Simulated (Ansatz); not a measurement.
Relaxation of C$_{3}$H$_{4}$Se (8 atoms, charge 0, multiplicity 1), to a largest force component of 0.015 eV/Å in at most 40 steps.

These are results of RKS PBE0-D4/def2-SVP (Ansatz 0.2.0), not measurements.

```xyz
8
Properties=species:S:1:pos:R:3:forces:R:3
C -0.534 1.484 -0.341 -4.04 5.97 -2.26
C 0.088 0.470 0.001 1.49 -2.53 0.69
C 0.733 -0.582 0.343 2.55 -2.42 2.36
Se 0.604 -2.221 -0.593 1.95 1.34 -1.65
H -1.330 1.449 -1.147 -0.25 -0.28 1.73
H -0.394 2.494 0.128 0.94 -0.45 -1.27
H 1.485 -0.528 1.190 -1.69 -0.41 0.05
H 1.773 -1.739 -1.505 -0.94 -1.22 0.36
```

Q: Where does it end, and by what steps?

A: The forces met the threshold. After 27 steps the energy has fallen by 2.946 eV; H5 moved furthest, 1.17 Å.

| step | energy less start (eV) | largest force component (eV/Å) | accepted |
| --- | --- | --- | --- |
| 0 | 0.0000 | 5.969 | yes |
| 1 | -1.4005 | 1.513 | yes |
| 2 | -2.0572 | 1.257 | yes |
| 3 | -2.4480 | 1.007 | yes |
| 4 | -2.7334 | 0.718 | yes |
| 5 | -2.8622 | 0.360 | yes |
| 6 | -2.8968 | 0.128 | yes |
| 7 | -2.8913 | 0.315 | no |
| 8 | -2.9070 | 0.086 | yes |
| 9 | -2.9120 | 0.070 | yes |
| 10 | -2.9110 | 0.594 | no |
| 11 | -2.9161 | 0.111 | yes |
| 12 | -2.9199 | 0.191 | yes |
| 13 | -2.9269 | 0.150 | yes |
| 14 | -2.9248 | 0.525 | no |
| 15 | -2.9319 | 0.092 | yes |
| 16 | -2.9350 | 0.131 | yes |
| 17 | -2.9333 | 0.407 | no |
| 18 | -2.9386 | 0.066 | yes |
| 19 | -2.9412 | 0.042 | yes |
| 20 | -2.9434 | 0.057 | yes |
| 21 | -2.9393 | 0.462 | no |
| 22 | -2.9450 | 0.021 | yes |
| 23 | -2.9453 | 0.136 | yes |
| 24 | -2.9446 | 0.102 | no |
| 25 | -2.9455 | 0.041 | yes |
| 26 | -2.9436 | 0.053 | no |
| 27 | -2.9459 | 0.011 | yes |

```xyz
8
Properties=species:S:1:pos:R:3
C -0.679 1.616 -0.282
C 0.031 0.538 -0.073
C 0.730 -0.549 0.127
Se 0.857 -1.932 -1.184
H -1.756 1.636 -0.078
H -0.218 2.533 -0.664
H 1.205 -0.746 1.095
H 2.254 -2.270 -0.866
```

Whether the end is a true minimum wasn't checked by a vibrational analysis.

Time of the run: 60 s on 2 threads of Arm Neoverse V1, with other jobs on the host, peak memory 0.2 GiB.
